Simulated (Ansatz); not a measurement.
C$_{4}$H$_{3}$F$_{5}$, SMILES `FC1C(F)(F)CC1(F)F`, relaxed with RKS PBE-D4/def2-SVP in Ansatz 0.2.0 from a rough embedded geometry. The force threshold is 0.03 eV/Å; the program also tests the step.

Total charge 0; spin multiplicity 1.

Start:

```xyz
12

F     1.705   -0.632   -1.104
C     0.483   -0.857   -0.428
C    -0.693    0.091   -0.825
F    -0.506    0.655   -2.085
F    -1.913   -0.401   -0.724
C    -0.224    1.008    0.321
C     0.380   -0.227    0.978
F     1.548   -0.035    1.674
F    -0.469   -0.916    1.808
H     0.202   -1.930   -0.472
H     0.510    1.750    0.017
H    -1.023    1.493    0.840
```

(1) How much energy does the relaxation release, and in how many steps? (Best estimate.)

(2) Which bonds change most? (An estimate is asked.)

(3) Give the relaxed structure. (An estimate is asked.)

Results:

(1) The calculation gave: 10.33 kcal/mol, in 20 steps, 2 of them rejected.

(2) Computed: F1–C2 from 1.414 to 1.357 Å; C3–F5 from 1.320 to 1.357 Å; C6–H12 from 1.069 to 1.105 Å; C3–F4 from 1.393 to 1.358 Å.

(3) Ansatz gave: 
```xyz
12

F     1.334   -1.503   -1.030
C     0.278   -0.999   -0.343
C    -0.458    0.231   -0.944
F     0.321    0.903   -1.830
F    -1.657   -0.019   -1.530
C    -0.499    0.897    0.448
C     0.576   -0.114    0.900
F     1.833    0.399    0.865
F     0.384   -0.701    2.109
H    -0.454   -1.795   -0.082
H    -0.193    1.959    0.475
H    -1.466    0.743    0.961
```
